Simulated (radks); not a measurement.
The nuclear charge of the xenon ion Xe2+ is varied continuously with 52 electrons held in [Kr] 4d10 5s2 5p4. Calculated with a radial shooting solver on a logarithmic mesh with Libxc functionals: non-relativistic Kohn-Sham, TPSS, spin-polarised, spherical densities, point nucleus; open shells are filled with parallel spins first (spin-orbit coupling, left out, can overturn this in heavy ions); meta-GGA in the generalised Kohn-Sham scheme; relativity is left out, which matters for an element this heavy. By the Hellmann-Feynman theorem dE/dZ = E(electron-nucleus)/Z, the electronic potential at the nucleus.

| Z | E (hartree) | E(electron-nucleus)/Z (hartree) | HOMO | e(HOMO) (eV) | <r> HOMO (bohr) |
|---|---|---|---|---|---|
| 53 | -6919.85133 | -309.604 | 5p | -14.517 | 2.358 |
| 53.25 | -6997.48656 | -311.478 | 5p | -17.131 | 2.290 |
| 53.5 | -7075.59015 | -313.351 | 5p | -19.855 | 2.229 |
| 53.75 | -7154.16173 | -315.222 | 5p | -22.684 | 2.172 |
| 54 | -7233.20093 | -317.092 | 5p | -25.616 | 2.120 |
| 54.25 | -7312.7074 | -318.960 | 5p | -28.648 | 2.071 |
| 54.5 | -7392.6809 | -320.828 | 5p | -31.777 | 2.026 |
| 54.75 | -7473.1212 | -322.694 | 5p | -35.002 | 1.983 |
| 55 | -7554.0279 | -324.559 | 5p | -38.320 | 1.943 |

The central difference of E at Z = 54 is -317.091 hartree, to compare with the third column; the second derivative is -7.48 hartree.
